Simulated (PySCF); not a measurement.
Compound: C₃H₁₂Ge₂Si.
Z-matrix (Å and degrees, PBE0-D3(BJ)/def2-SVP geometry), rows numbered from 1:
```
Si
Ge  1  2.3844
Ge  2  2.4269  1  111.08
C   2  1.9483  1  110.18  3   122.43
C   4  1.5060  2  120.40  1    81.68
C   5  1.4961  4   60.20  2   109.85
H   1  1.4962  2  110.69  3  -179.57
H   1  1.4964  2  109.60  3   -59.99
H   1  1.4957  2  110.88  3    59.69
H   2  1.5480  1  109.26  3  -120.09
H   3  1.5422  2  109.90  1    60.09
H   3  1.5416  2  110.85  1   179.72
H   3  1.5412  2  110.96  1   -59.56
H   4  1.0955  2  113.85  1   -63.02
H   5  1.0938  4  117.82  6   108.41
H   5  1.0947  4  118.45  6  -107.95
H   6  1.0946  4  118.45  5   107.92
H   6  1.0938  4  117.84  5  -108.36
```

Computed with PySCF at PBE0/def2-SVPD, non-relativistic, on one gas-phase PBE0-D3(BJ)/def2-SVP geometry that isn't relaxed in the solvent. The solvent is an IEF-PCM continuum (cavity from Bondi-type radii × 1.2), and excitations are vertical TDDFT with non-equilibrium linear response and a frozen core. The model holds no explicit solvent molecules, cavitation or dispersion. Spin–orbit coupling is left out although an atom past zinc is present.

Gas-phase singlets (H = HOMO, L = LUMO):

```csv
state,E (eV),λ (nm),f,leading configuration
S1,6.407,194,0.136,H→L 52%
S2,6.487,191,0.116,H→L+1 59%
S3,6.785,183,0.052,H-1→L 51%
S4,6.812,182,0.145,H→L+2 54%
S5,6.862,181,0.047,H-1→L 32%
```

Question: Give the list for chloroform (ε = 4.711), n² = 2.09.

Answer: 
| state | E (eV) | λ (nm) | f | leading configuration | change by rank (eV) |
| --- | --- | --- | --- | --- | --- |
| S1 | 6.345 | 195 | 0.420 | H→L 87% | -0.062 |
| S2 | 6.469 | 192 | 0.046 | H→L+1 84% | -0.018 |
| S3 | 6.741 | 184 | 0.063 | H-1→L 61% | -0.044 |
| S4 | 6.759 | 183 | 0.218 | H→L+3 52% | -0.053 |
| S5 | 6.824 | 182 | 0.064 | H→L+2 57% | -0.038 |

Question: How do the frontier levels move from gas to chloroform?

Answer: 
```tsv
orbital	gas (eV)	solvent (eV)	change (eV)	Löwdin shares, gas	Löwdin shares, solvent
LUMO+2	0.40	0.48	+0.08	Ge3 21 %, Si1 18 %, Ge2 16 %, H11 8 %	Ge3 21 %, Si1 19 %, Ge2 15 %, H11 8 %
LUMO+1	0.18	0.28	+0.10	Ge2 22 %, Ge3 17 %, Si1 15 %, H10 9 %	Ge2 22 %, Ge3 17 %, Si1 15 %, H10 9 %
LUMO	-0.09	-0.02	+0.07	Ge3 26 %, Si1 19 %, Ge2 16 %, H12 13 %	Ge3 27 %, Si1 19 %, Ge2 16 %, H12 13 %
HOMO	-7.42	-7.33	+0.09	Ge2 25 %, Ge3 20 %, Si1 17 %, C4 8 %	Ge2 25 %, Ge3 20 %, Si1 16 %, C4 9 %
HOMO-1	-7.89	-7.76	+0.13	Ge2 20 %, C4 17 %, C6 15 %, C5 13 %	Ge2 20 %, C4 18 %, C6 15 %, C5 14 %
HOMO-2	-8.80	-8.69	+0.11	Ge2 27 %, H10 22 %, C4 12 %, Ge3 10 %	Ge2 27 %, H10 23 %, C4 12 %, Ge3 9 %
HOMO-3	-9.01	-8.88	+0.13	C4 31 %, C6 16 %, C5 14 %, Ge3 6 %	C4 32 %, C6 16 %, C5 15 %, Ge2 6 %
```

The HOMO–LUMO gap goes from 7.33 to 7.31 eV.

The run took 2.0 min on one thread, Arm Neoverse N1 (aarch64), on a shared host, and the process peaked at 1.4 GiB of memory. This is the whole response run at PBE0/def2-SVPD in chloroform, SCF included.
